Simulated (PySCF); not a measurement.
## MoO₃: from structure and modes to constants

All numbers come from PBE0/[Mo def2-TZVP with ECP28, O def2-TZVP], scalar-relativistic core potentials, density fitting, no spin–orbit coupling, PySCF.

The singlet minimum has C3v symmetry. Masses (u): Mo 97.90541, O 15.99492.

```xyz
4
charge 0 multiplicity 1, angstrom
Mo    0.0000    0.1772    0.0000
O     0.0000   -0.3627    1.6039
O     1.3890   -0.3627   -0.8020
O    -1.3890   -0.3627   -0.8020
```

Harmonic wavenumbers (cm⁻¹): 258.1 (a1, ×1), 346.3 (e, ×2), 1000.2 (e, ×2), 1045.7 (a1, ×1).

(1) Find the principal moments of inertia and the rotational constants. What kind of rotor is it?

(2) What is the harmonic zero-point energy?

(3) Find the vibrational entropy and heat capacity at 298.15 K.

Answers

(1) About the centre of mass I = 71.108, 71.108, 123.44 u Å². With B = 16.8576/I this gives 0.2371, 0.2371, 0.1366 cm⁻¹. The molecule is an oblate symmetric top.

(2) Half the sum of all 6 wavenumbers, 3997/2 = 1998 cm⁻¹, which is 23.9 kJ/mol (1 cm⁻¹ = 0.0119627 kJ/mol).

(3) With u = 1.43878 ω/T, each mode gives S = R[u/(eᵘ−1) − ln(1−e⁻ᵘ)] and C = R u² eᵘ/(eᵘ−1)².
| ω (cm⁻¹) | u | S (J/(mol K)) | C (J/(mol K)) |
| --- | --- | --- | --- |
| 258.1 | 1.245 | 7.01 | 7.32 |
| 346.3 (×2) | 1.671 | 4.95 | 6.62 |
| 1000.2 (×2) | 4.827 | 0.39 | 1.58 |
| 1045.7 | 5.046 | 0.33 | 1.38 |
The sums over all modes are S = 18.0 and C = 25.1 J/(mol K); the softest mode gives 39 % of the entropy (each member, where degenerate).

Only a few start shapes were tried, so a lower isomer may exist.
